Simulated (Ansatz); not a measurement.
Basis-set series for CH6ClFSi2, SMILES `C[SiH](F)[SiH2]Cl`. The species carries charge 0 and has multiplicity 1. The geometry is a stationary point of PBE0-D4/def2-TZVP. It is one conformer, not always the lowest.

```tsv
functional	basis	functions	energy (Eh)	HOMO (eV)	LUMO (eV)
PBE0-D4	def2-SVP	112	-1179.88583	-7.95	-0.61
PBE0-D4	def2-TZVPP	272	-1180.42753	-8.01	-0.87
ωB97M-V	def2-SVP	112	-1180.29431	-9.96	1.33
ωB97M-V	def2-TZVPP	272	-1180.84103	-10.06	0.92
```

(1) Give the rows for def2-QZVPP. (Best estimate.)

Results:

(1) Computed: 
```tsv
functional	basis	functions	energy (Eh)	HOMO (eV)	LUMO (eV)
PBE0-D4	def2-QZVPP	504	-1180.46894	-8.03	-0.96
ωB97M-V	def2-QZVPP	504	-1180.88017	-10.08	0.71
```

Positive LUMOs are unbound and depend on the basis.
